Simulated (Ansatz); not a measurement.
The cluster CuSi4⁺, relaxed as a singlet with RKS PBE-D4/def2-SVP in Ansatz, starting from the GFN2-xTB geometry. Force threshold 0.02 eV/Å.

The restricted singlet is unstable towards broken spin symmetry in Hartree–Fock (as tested in another run); at PBE-D4/def2-SVP this wasn't settled. Another isomer (singlet) lies 0.30 eV lower at PBE0-D4/def2-TZVP; other spin states weren't run for this one.

Start:

Cartesian coordinates in Å:
```
Cu -0.721 -0.799 1.252
Si 1.421 -0.055 0.169
Si 0.015 1.749 0.878
Si -1.013 0.507 -0.868
Si 0.298 -1.402 -1.432
```

```csv
step,energy (eV),largest force component (eV/Å),SCF passes
1,-76103.9000,0.715,25
2,-76104.0165,0.542,28
3,-76104.0906,0.426,25
4,-76104.2578,0.541,28
5 (rejected),-76104.2286,0.624,29
6,-76104.2956,0.199,23
7 (rejected),-76104.2915,0.234,22
8,-76104.3007,0.060,24
9,-76104.3012,0.018,24
```

Force components are those of the run's own axes.

End:

```tsv
atom	x (Å)	y (Å)	z (Å)
Cu1	-0.6760	-0.8391	1.1263
Si2	1.4855	0.1218	-0.0185
Si3	-0.0861	1.5499	1.0224
Si4	-0.8593	0.6556	-1.0258
Si5	0.1359	-1.4882	-1.1044
```

By distances, no bond broke or formed. The bond that changes most is Cu1–Si5, from 2.93 to 2.46 Å (atoms count from 1).

No frequencies were taken in this run, so the end may be a saddle point.

Run time 8.5 s (4 threads of Arm Neoverse V2 on a shared host).
